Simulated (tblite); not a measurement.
Species: C5H11AlAsN.
Atom-mapped SMILES: `[CH2:1]=[C:2]([C:3]#[N:4])[CH2:5][Al@@H-:6]([CH3:7])[AsH3+:8]` (hydrogens: H9, H10 on C1; H11, H12 on C5; H13 on Al6; H14, H15, H16 on C7; H17, H18, H19 on As8)
Bond orders are those of one Lewis drawing.

Computed with GFN2-xTB (tblite), gas phase: L-BFGS steps from a force-field or distance-geometry start until the largest atomic force falls under 0.01 eV/Å.

Step 8: E = -613.9624 eV
```
atom  x, y, z in Å  |  force x, y, z in eV/Å
C1     -3.1161   -0.2875   -0.1583    0.115   0.092  -0.045
C2     -1.9737    0.3541   -0.4234   -0.064  -0.007  -0.058
C3     -1.8461    1.7350   -0.1293   -0.080  -0.032  -0.023
N4     -1.7741    2.8516    0.1344    0.189  -0.124  -0.081
C5     -0.7665   -0.3673   -0.9160   -0.084   0.084   0.251
Al6     0.5123   -0.5180    0.6066    0.088  -0.093   0.191
C7      1.8003   -1.9797    0.3200    0.048  -0.104   0.074
As8     2.0246    1.5343    0.2259    0.199   0.324   0.070
H9     -3.1639   -1.3405   -0.3631   -0.209  -0.146   0.025
H10    -3.9858    0.1875    0.2459   -0.138   0.115   0.122
H11    -0.4730   -0.0573   -1.9217    0.050   0.153  -0.018
H12    -1.0426   -1.4285   -0.9645   -0.117  -0.196  -0.367
H13     0.0358   -0.0968    2.0402    0.026   0.046  -0.131
H14     1.9471   -2.2735   -0.7345    0.015   0.043   0.277
H15     1.2286   -2.7982    0.7893    0.261  -0.210  -0.085
H16     2.7861   -1.9657    0.8095   -0.188  -0.042  -0.120
H17     2.3326    2.5378    1.2778   -0.039   0.032   0.009
H18     3.4854    1.3436   -0.0238   -0.029  -0.071   0.000
H19     1.9791    2.5781   -0.8225   -0.045   0.136  -0.091
```

Step 9: E = -613.9930 eV
```
atom  x, y, z in Å  |  force x, y, z in eV/Å
C1     -3.1255   -0.2916   -0.1582    0.221   0.188  -0.064
C2     -1.9843    0.3523   -0.4286   -0.052  -0.046  -0.027
C3     -1.8559    1.7379   -0.1329    0.033  -0.063  -0.025
N4     -1.7545    2.8535    0.1315    0.127  -0.324  -0.129
C5     -0.7785   -0.3761   -0.9200    0.089   0.197   0.343
Al6     0.5219   -0.5179    0.6129   -0.105  -0.149   0.139
C7      1.8042   -1.9968    0.3276   -0.006   0.024   0.057
As8     2.0259    1.5488    0.2275    0.082   0.141   0.020
H9     -3.1846   -1.3435   -0.3586   -0.170  -0.166   0.013
H10    -3.9832    0.1928    0.2515   -0.269   0.142   0.162
H11    -0.4698   -0.0418   -1.9159    0.043   0.116   0.031
H12    -1.0454   -1.4385   -0.9939   -0.156  -0.102  -0.322
H13     0.0300   -0.0843    2.0550    0.099   0.013  -0.262
H14     1.9523   -2.2739   -0.7314    0.003   0.035   0.276
H15     1.2414   -2.8257    0.7886    0.294  -0.159  -0.083
H16     2.7938   -1.9675    0.8090   -0.203  -0.081  -0.096
H17     2.3365    2.5447    1.2711   -0.011   0.130   0.127
H18     3.4807    1.3494   -0.0235    0.037  -0.082  -0.009
H19     1.9853    2.5875   -0.8191   -0.054   0.186  -0.152
```

Step 10: E = -614.0240 eV
```
atom  x, y, z in Å  |  force x, y, z in eV/Å
C1     -3.1359   -0.2942   -0.1585    0.147   0.194  -0.037
C2     -1.9961    0.3495   -0.4354   -0.020  -0.101   0.023
C3     -1.8651    1.7376   -0.1382    0.153  -0.085  -0.028
N4     -1.7303    2.8506    0.1260    0.062  -0.437  -0.157
C5     -0.7890   -0.3829   -0.9204    0.207   0.170   0.277
Al6     0.5285   -0.5245    0.6243   -0.267  -0.146   0.038
C7      1.8074   -2.0136    0.3369   -0.076   0.106   0.057
As8     2.0276    1.5661    0.2300   -0.076  -0.051  -0.065
H9     -3.2110   -1.3482   -0.3528   -0.114  -0.080   0.017
H10    -3.9846    0.2007    0.2604   -0.272   0.113   0.135
H11    -0.4660   -0.0223   -1.9080    0.039   0.068   0.145
H12    -1.0506   -1.4486   -1.0321   -0.154   0.100  -0.233
H13     0.0260   -0.0690    2.0661    0.148  -0.019  -0.326
H14     1.9588   -2.2742   -0.7226   -0.014   0.029   0.167
H15     1.2622   -2.8586    0.7858    0.272  -0.131  -0.050
H16     2.7988   -1.9723    0.8064   -0.121  -0.086  -0.012
H17     2.3416    2.5550    1.2641    0.026   0.240   0.255
H18     3.4751    1.3564   -0.0230    0.120  -0.093  -0.019
H19     1.9929    2.6015   -0.8166   -0.061   0.209  -0.186
```

Question: Estimate the geometry and energy of step 11. (The exact step hangs on the optimiser's Hessian estimate; all steps are aligned on step 10, rigid shifts and turns removed.)

Answer: E = -614.0578 eV, largest force 0.435 eV/Å
```
atom  x, y, z in Å  |  force x, y, z in eV/Å
C1     -3.1481   -0.2946   -0.1587   -0.033   0.119   0.020
C2     -2.0085    0.3445   -0.4428    0.029  -0.153   0.089
C3     -1.8719    1.7328   -0.1453    0.250  -0.147  -0.039
N4     -1.7024    2.8413    0.1173    0.015  -0.408  -0.151
C5     -0.7965   -0.3882   -0.9172    0.220   0.053   0.101
Al6     0.5303   -0.5371    0.6395   -0.367  -0.101  -0.094
C7      1.8089   -2.0290    0.3485   -0.133   0.111   0.070
As8     2.0284    1.5851    0.2318   -0.206  -0.166  -0.139
H9     -3.2421   -1.3530   -0.3458   -0.048   0.077   0.033
H10    -3.9900    0.2108    0.2722   -0.179   0.047   0.052
H11    -0.4614    0.0005   -1.8957    0.054   0.027   0.261
H12    -1.0586   -1.4554   -1.0781   -0.115   0.326  -0.103
H13     0.0253   -0.0523    2.0708    0.164  -0.046  -0.317
H14     1.9659   -2.2740   -0.7089   -0.040   0.035  -0.020
H15     1.2912   -2.8964    0.7815    0.200  -0.114   0.004
H16     2.8011   -1.9796    0.8029    0.025  -0.048   0.111
H17     2.3478    2.5705    1.2605    0.050   0.292   0.319
H18     3.4706    1.3627   -0.0229    0.171  -0.091  -0.024
H19     2.0004    2.6208   -0.8170   -0.058   0.187  -0.171
```

The energy changes by -0.0338 eV. The first-order estimate −F·Δx gives -0.0458 eV and the mean of the old and new forces, exact on a quadratic surface, -0.0337 eV. The step makes an angle of 67° with the force vector and moves no atom by more than 0.048 Å.

The cost below is that of the whole relaxation. The run took 1.4 s wall on one thread of an Arm Neoverse V1, no GPU (shared host).
